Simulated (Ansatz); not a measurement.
Start from `C=C(F)O[SiH3]` and change one atom or group to get `C=C(F)NC`.

Ansatz, PBE0-D4/def2-TZVP geometries, multiplicity 1. Each molecule was computed in one conformer, which needn't be the lowest.

```csv
property,`C=C(F)O[SiH3]`
LUMO energy (B3LYP/def2-TZVPP) / eV,-0.20
LUMO energy (PBE0/def2-TZVPP) / eV,0.02
HOMO–LUMO gap (PBE0/def2-TZVPP) / eV,7.00
HOMO energy (PBE0/def2-TZVPP) / eV,-6.98
size of the dipole moment (B3LYP/def2-TZVPP) / D,0.82
HOMO energy (B3LYP/def2-TZVPP) / eV,-6.77
```

**Question.** What does the change do to each property? (An estimate is asked.)

**Answer.** Ansatz gave: 
```csv
property,`C=C(F)NC`,shift
LUMO energy (B3LYP/def2-TZVPP) / eV,0.56,0.76
LUMO energy (PBE0/def2-TZVPP) / eV,0.89,0.87
HOMO–LUMO gap (PBE0/def2-TZVPP) / eV,7.09,0.09
HOMO energy (PBE0/def2-TZVPP) / eV,-6.20,0.78
size of the dipole moment (B3LYP/def2-TZVPP) / D,2.29,1.47
HOMO energy (B3LYP/def2-TZVPP) / eV,-6.00,0.77
```

With PBE0 the HOMO rises by 0.78 eV and the LUMO rises by 0.87 eV, so the gap widens by about 0.09 eV. PBE moves the HOMO by 0.76 eV and ωB97M-V by 0.82 eV. Dipoles are sizes alone; their direction can turn.

B3LYP here is the variant with VWN-RPA as its local correlation; programs differ in this.
